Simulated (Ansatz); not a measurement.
CH10Si3 can be A, `[SiH3]C([SiH3])[SiH3]`, or B, `C[SiH2][SiH2][SiH3]`.

Calculated with Ansatz (gas phase, PBE0-D4/def2-TZVP geometries, no zero-point term in ΔE). CCSD(T)/CBS is the MP2 limit (def2-TZVPP, def2-QZVPP) plus CCSD(T) − MP2 in def2-TZVPP, frozen cores. DFT in def2-TZVPP. B3LYP here is the variant with VWN-RPA as its local correlation; programs differ in this. One conformer a species, not always the lowest.

(1) Which isomer does CCSD(T)/CBS put lower? Give the gap. (Estimate.)

(2) Give E(B) − E(A) in kcal/mol with CCSD(T)/def2-TZVPP, LDA (SPW92), B3LYP-D4, PBE-D4, CCSD(T)/def2-SVP, r2SCAN-D4, ωB97M-V. (Best estimate.)

(3) Does the order hold for the free energy at 298.15 K (harmonic terms from PBE0-D4)? (Best estimate.)

Largest T1 diagnostic: 0.012.

Results:

(1) Computed: A, by 1.4 kcal/mol.

(2) The calculation gave: CCSD(T)/def2-TZVPP 1.4, LDA (SPW92) -3.3, B3LYP-D4 -0.4, PBE-D4 -5.0, CCSD(T)/def2-SVP 0.8, r2SCAN-D4 -1.7, ωB97M-V 3.0. The order is the other way round with LDA (SPW92), B3LYP-D4, PBE-D4, r2SCAN-D4.

(3) Ansatz gave: Yes: G(B) − G(A) = +2.1 kcal/mol, for one conformer each. Modes under 60 cm⁻¹, often nearly free rotors, make the harmonic entropy too high.

From BLYP to BHLYP (50 % exact exchange), in def2-TZVPP and without D4, E(B) − E(A) moves by +4.5 kcal/mol. The D4 term adds +2.1 kcal/mol with B3LYP and +1.1 kcal/mol with PBE0; it sums over pairs of atoms, weighted by their polarisabilities, and B3LYP, whose exchange is more repulsive, gets the larger term.
